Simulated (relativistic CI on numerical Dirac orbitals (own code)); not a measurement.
Fe⁶⁺: resonant inelastic scattering at the L2,3 edge

Computed with this model: Dirac-Coulomb-Breit CI, separate exchange-only KLI orbitals for each configuration, model QED, valence Slater integrals scaled by 0.7, Kramers-Heisenberg scattering through one core-hole configuration in a parametric crystal field; configurations [Ar] 3d2 → [He] 2s2 2p5 3s2 3p6 3d3; 300 K; core-hole width 0.4 eV; summed over polarisations. Incident energies are the highest absorption maxima for each field (at most a few, so the weaker spin-orbit partner edge can be absent), on the computed scale of the free ion. Intensities are in per cent of the strongest line above 0.02 eV; levels within 1 cm⁻¹ are merged; final levels count from the ground level, the first row holds all elastic scattering, lines under 0.4 are left out and each table stops after 24 rows. The scale of the Slater integrals is a model choice and moves the terms in proportion.

Field parameters in Wybourne normalisation: D3d B²₀ = −7Dσ, B⁴₀ = −14Dq − 21Dτ, B⁴₃ = −14√(10/7) Dq. The field is a parameter set, without covalency.

S is read from ⟨S²⟩ = S(S + 1).

D3d, 10Dq = 22250, Dσ = -1200, Dτ = -370 cm⁻¹:

| Final level (eV) | Degeneracy | Irrep | S | 725.6 eV | 726.5 eV | 738 eV |
| --- | --- | --- | --- | --- | --- | --- |
| 0.000 | 1 | A1 | 1.00 | 1149.9 | 328.3 | 328.4 |
| 0.003 | 2 | E | 1.00 | 39.7 | 30.6 | 32.9 |
| 0.608 | 2 | E | 1.00 | 42.0 | 47.2 | 40.4 |
| 0.667 | 2 | E | 1.00 | 48.1 | 100.0 | 78.6 |
| 0.719 | 1 | A2 | 1.00 | 10.3 | 38.0 | 17.6 |
| 0.726 | 1 | A1 | 1.00 | 17.3 | 29.9 | 48.3 |
| 1.926 | 2 | E | 0.04 | 20.7 | 28.0 | 47.5 |
| 2.530 | 2 | E | 0.91 | 31.6 | 8.3 | 61.5 |
| 2.542 | 1 | A2 | 1.00 | 12.2 | 12.6 | 31.0 |
| 2.552 | 1 | A1 | 0.18 | 8.4 | 7.5 | 32.1 |
| 2.663 | 2 | E | 0.25 | 15.2 | 9.9 | 24.0 |
| 2.822 | 1 | A2 | 1.00 | 15.2 | 9.2 | 3.6 |
| 2.847 | 1 | A1 | 0.93 | 10.3 | 4.3 | 70.2 |
| 2.852 | 2 | E | 0.99 | 18.7 | 7.5 | 54.6 |
| 2.870 | 2 | E | 0.99 | 21.7 | 6.9 | 34.9 |
| 4.270 | 1 | A1 | 0.99 | 1.9 | 5.4 | 12.1 |
| 4.278 | 2 | E | 1.00 | 8.8 | 10.3 | 48.8 |
| 4.622 | 1 | A1 | 0.25 | 5.8 | 6.2 | 9.1 |
| 4.817 | 1 | A2 | 1.00 | 3.2 | 2.6 | 10.8 |
| 4.822 | 2 | E | 0.76 | 8.3 | 6.0 | 27.5 |
| 4.845 | 1 | A1 | 0.87 | 5.0 | 6.5 | 13.5 |
| 4.856 | 2 | E | 0.95 | 9.8 | 6.0 | 16.6 |
| 4.922 | 2 | E | 0.55 | 10.2 | 12.0 | 16.3 |
| 4.928 | 1 | A1 | 0.11 | 9.1 | 5.5 | 5.6 |

D3d, 10Dq = 22250, Dσ = -860, Dτ = -370 cm⁻¹:

```tsv
Final level (eV)	Degeneracy	Irrep	S	725.7 eV	726.5 eV	738.1 eV
0.000	1	A1	1.00	1046.4	360.4	333.7
0.003	2	E	1.00	45.4	29.2	28.9
0.531	2	E	1.00	53.7	49.6	60.9
0.591	2	E	1.00	60.7	100.0	81.1
0.640	1	A2	1.00	19.7	40.0	26.5
0.649	1	A1	1.00	30.2	35.3	56.6
1.944	2	E	0.04	17.7	30.1	77.2
2.502	2	E	0.73	28.3	10.2	58.0
2.517	1	A1	0.20	4.0	8.9	39.3
2.529	1	A2	1.00	10.3	12.9	34.3
2.594	2	E	0.50	17.4	8.7	26.4
2.774	1	A2	1.00	16.9	10.5	5.4
2.801	1	A1	0.92	15.1	3.6	46.7
2.802	2	E	0.99	13.1	7.0	40.4
2.818	2	E	1.00	22.7	6.7	23.9
4.300	1	A1	0.99	2.4	6.1	15.3
4.309	2	E	1.00	11.7	11.5	50.7
4.532	1	A1	0.30	4.9	4.4	8.4
4.699	1	A2	1.00	3.2	2.9	9.4
4.722	2	E	0.96	6.5	5.5	26.1
4.738	1	A1	0.87	2.6	5.3	14.8
4.744	2	E	0.97	8.8	6.5	16.8
4.843	1	A1	0.05	12.2	8.8	7.7
4.893	2	E	0.21	13.6	13.4	19.3
```

For the first field the strongest loss at the lowest incident energy is the level at 0.67 eV (S = 1.00, against 1.00 in the thermal ground state). Levels of other spin, the first over 8 % at 1.93 eV, appear because spin-orbit coupling of the core hole, and in heavier ions of the valence shell too, mixes spins.
